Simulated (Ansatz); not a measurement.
C10H7N3, SMILES C1=CC2=CC=CC3=NC=NC(=C1)N23. Atoms are numbered in the order given.

```xyz
20

C      0.0000    -2.4209    -1.3541
C      0.0000    -1.2374    -2.0623
C      0.0000     0.0000    -1.3857
C      0.0000     1.2374    -2.0623
C      0.0000     2.4209    -1.3541
C      0.0000     2.4094     0.0374
C      0.0000     1.2027     0.7386
N      0.0000     1.1836     2.0827
C      0.0000     0.0000     2.6663
N      0.0000    -1.1836     2.0827
C      0.0000    -1.2027     0.7386
C      0.0000    -2.4094     0.0374
N      0.0000     0.0000     0.0090
H      0.0000    -3.3743    -1.8878
H      0.0000    -1.2172    -3.1516
H      0.0000     1.2172    -3.1516
H      0.0000     3.3743    -1.8878
H      0.0000     3.3157     0.6399
H      0.0000     0.0000     3.7643
H      0.0000    -3.3157     0.6399
```

The structure is a stationary point at PBE0-D3(BJ)/def2-SVP.

Two levels are set side by side: PBE-D3(BJ)/def2-SVP (Ansatz, an electronic-structure program) and PBE0-D3(BJ)/def2-SVP (Ansatz). Each level has its own optimised geometry; the coordinates shown are those of the second. Differences are taken from unrounded values.

```
quantity              PBE0-D3(BJ)
--------------------  -----------
mean bond length (Å)        1.288
bond C1–C2 (Å)              1.379
bond C1–C12 (Å)             1.392
bond C2–C3 (Å)              1.410
bond C3–C4 (Å)              1.410
bond C3–N13 (Å)             1.395
bond C4–C5 (Å)              1.379
bond C5–C6 (Å)              1.392
bond C6–C7 (Å)              1.396
bond C7–N8 (Å)              1.344
bond C7–N13 (Å)             1.407
bond N8–C9 (Å)              1.320
bond C9–N10 (Å)             1.320
bond N10–C11 (Å)            1.344
bond C11–C12 (Å)            1.396
bond C11–N13 (Å)            1.407
bond C1–H14 (Å)             1.093
```

Q: What does PBE-D3(BJ) give, and how far is it from PBE0-D3(BJ)? (The exact figures need the calculation; the answer reports its results.)

A: 
```json
[
 {"quantity": "mean bond length (Å)", "PBE-D3(BJ)": "1.298", "PBE-D3(BJ) minus PBE0-D3(BJ)": "0.010"},
 {"quantity": "bond C1–C2 (Å)", "PBE-D3(BJ)": "1.390", "PBE-D3(BJ) minus PBE0-D3(BJ)": "0.011"},
 {"quantity": "bond C1–C12 (Å)", "PBE-D3(BJ)": "1.401", "PBE-D3(BJ) minus PBE0-D3(BJ)": "0.009"},
 {"quantity": "bond C2–C3 (Å)", "PBE-D3(BJ)": "1.420", "PBE-D3(BJ) minus PBE0-D3(BJ)": "0.009"},
 {"quantity": "bond C3–C4 (Å)", "PBE-D3(BJ)": "1.420", "PBE-D3(BJ) minus PBE0-D3(BJ)": "0.009"},
 {"quantity": "bond C3–N13 (Å)", "PBE-D3(BJ)": "1.408", "PBE-D3(BJ) minus PBE0-D3(BJ)": "0.013"},
 {"quantity": "bond C4–C5 (Å)", "PBE-D3(BJ)": "1.390", "PBE-D3(BJ) minus PBE0-D3(BJ)": "0.011"},
 {"quantity": "bond C5–C6 (Å)", "PBE-D3(BJ)": "1.401", "PBE-D3(BJ) minus PBE0-D3(BJ)": "0.009"},
 {"quantity": "bond C6–C7 (Å)", "PBE-D3(BJ)": "1.407", "PBE-D3(BJ) minus PBE0-D3(BJ)": "0.011"},
 {"quantity": "bond C7–N8 (Å)", "PBE-D3(BJ)": "1.355", "PBE-D3(BJ) minus PBE0-D3(BJ)": "0.011"},
 {"quantity": "bond C7–N13 (Å)", "PBE-D3(BJ)": "1.420", "PBE-D3(BJ) minus PBE0-D3(BJ)": "0.014"},
 {"quantity": "bond N8–C9 (Å)", "PBE-D3(BJ)": "1.333", "PBE-D3(BJ) minus PBE0-D3(BJ)": "0.013"},
 {"quantity": "bond C9–N10 (Å)", "PBE-D3(BJ)": "1.333", "PBE-D3(BJ) minus PBE0-D3(BJ)": "0.013"},
 {"quantity": "bond N10–C11 (Å)", "PBE-D3(BJ)": "1.355", "PBE-D3(BJ) minus PBE0-D3(BJ)": "0.011"},
 {"quantity": "bond C11–C12 (Å)", "PBE-D3(BJ)": "1.407", "PBE-D3(BJ) minus PBE0-D3(BJ)": "0.011"},
 {"quantity": "bond C11–N13 (Å)", "PBE-D3(BJ)": "1.420", "PBE-D3(BJ) minus PBE0-D3(BJ)": "0.014"},
 {"quantity": "bond C1–H14 (Å)", "PBE-D3(BJ)": "1.100", "PBE-D3(BJ) minus PBE0-D3(BJ)": "0.008"}
]
```

GGA bonds tend to be longer and softer than those of functionals with exact exchange. Differences between two approximate levels are no errors against the true value.
